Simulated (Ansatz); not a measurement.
Born–Oppenheimer molecular dynamics of FGaH4 (6 atoms, charge 0, multiplicity 1). It starts at the highest image of a converged band, a first-order saddle point between two minima.

Theory: Ansatz, RKS r2SCAN-D4/def2-SVP.

```
ensemble                      : NVE (velocity Verlet)
time step                     : 0.5 fs
steps asked                   : 200
starting velocities drawn for : 100 K
seed                          : 5381
```

First frame:

```xyz
6
Properties=species:S:1:pos:R:3
Ga -0.118 -0.572 0.208
H 1.162 0.445 -0.444
H -0.642 -1.527 -0.892
H 0.051 -0.710 1.741
H 0.345 1.089 -0.428
F -0.798 1.274 -0.185
```

(1) How far do the bonds stretch over the last three quarters of this one trajectory? (Pairs bonded in most of those frames.)

Answers

(1) 
```
  bond  mean (Å)  spread (Å)  shortest  longest
Ga1–H2     1.577       0.029      1.53     1.63
Ga1–H3     1.569       0.023      1.53     1.60
Ga1–H4     1.564       0.027      1.53     1.60
 H5–F6     0.931       0.007      0.92     0.95
```

Mean temperature of the second half: 186 K. The conserved energy stayed within 0.035 meV per atom of its start (net change -0.0052 meV per atom), so the integration is sound. The system heated up, since it started high on the potential surface and ran downhill. A run of 0.1 ps of so small a system gives no equilibrium averages. The orbitals stay closed-shell, which can raise the energy where a bond breaks towards radicals; this wasn't checked here.

Run time: 120 s on 2 threads of Intel(R) Xeon(R) 6975P-C (Granite Rapids) (shared host), peak memory 0.14 GiB.
